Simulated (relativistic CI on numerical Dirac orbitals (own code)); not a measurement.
## Hyperfine structure of Pt49+, mass number 195

Method of calculation: Dirac-Coulomb-Breit CI, orbitals from a KLI potential per configuration, model QED (radiative potential, 1s self-energy scaled to tabulated hydrogen-like ionisation energies), unscaled Slater integrals (own radial code, finite nucleus).

Configurations in the expansion (outside the closed core [Ar]): 3d10.4s, 3d10.4p, 3d10.4d, 3d10.4f, 3d10.5s, 3d10.5p, 3d10.5d, 3d10.5f, 3d10.5g, 3d9.4p2, 3d10.6s, 3d10.6p, 3d8.4s.4p2, 3d9.4s2, 3d10.6d, 3d9.4p.4d. Levels of other configurations are missing.

Nuclear spin I = 1/2, μ = 0.6073 μN (tables of Stone and Pyykkö). The electronic factors are computed for point nuclear moments, without core polarisation or the Bohr-Weisskopf and QED corrections.

```json
{"Level": "3d10.4s 2S_1/2", "E (Ry)": "0.0000", "A (GHz)": "2767"}
{"Level": "3d10.4p 2P°_1/2", "E (Ry)": "7.9124", "A (GHz)": "891.9"}
{"Level": "3d10.4p 2P°_3/2", "E (Ry)": "17.7481", "A (GHz)": "92.79"}
{"Level": "3d10.4d 2D_3/2", "E (Ry)": "29.7979", "A (GHz)": "47.53"}
{"Level": "3d10.4d 2D_5/2", "E (Ry)": "31.8851", "A (GHz)": "18.74"}
{"Level": "3d10.4f 2F°_5/2", "E (Ry)": "44.7210", "A (GHz)": "10.17"}
{"Level": "3d10.4f 2F°_7/2", "E (Ry)": "45.2723", "A (GHz)": "5.524"}
{"Level": "3d10.5s 2S_1/2", "E (Ry)": "83.0087", "A (GHz)": "1303"}
```

Levels with J = 0, under 50 % of one LS term, or S terms without an open s electron are left out. Small factors come from cancelling terms and can be off by tens of per cent or more.

At this charge energies of transitions that change n are usually good to better than 1 %, and those within a shell (Δn = 0) to a few per cent.

(1) Give the hyperfine levels of 3d10.4s 2S_1/2 relative to its centre of gravity.

## Answers

(1) With K = F(F + 1) − I(I + 1) − J(J + 1), E = AK/2: F = 0: -2075, F = 1: 691.7 GHz.

LS names give the leading component of a level, which can be under half, so a name can repeat, a term be missing and a line seem to break the LS rules.
